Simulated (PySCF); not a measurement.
Fine-structure interval of Mo²⁹⁺ by level of theory

Mo²⁹⁺ [Ne] 3s2 3p1 [3p1/2^1, M_J = 1/2] → Mo²⁹⁺ [Ne] 3s2 3p1 [3p3/2^1, M_J = 3/2], as a difference of total energies. Computed with PySCF 2.14 in an even-tempered Gaussian basis (19 s from 4.6 bohr⁻², ratio 2.4; 13 p from 6 bohr⁻², ratio 2.4; 5 d from 21 bohr⁻², ratio 2.6; 4 f from 32 bohr⁻², ratio 2.6), with the two-component X2C-1e Hamiltonian. Correlated levels: 1s2 frozen; the 50 highest virtual spinors dropped. "Screened" scales the spin-orbit matrix elements by Boettger's factors to mimic the two-electron term; Breit and QED terms are absent.

```csv
method,fine-structure interval (cm⁻¹)
GHF (screened spin-orbit),212190
GMP2 (screened spin-orbit),210260
GHF (bare spin-orbit),223060
```
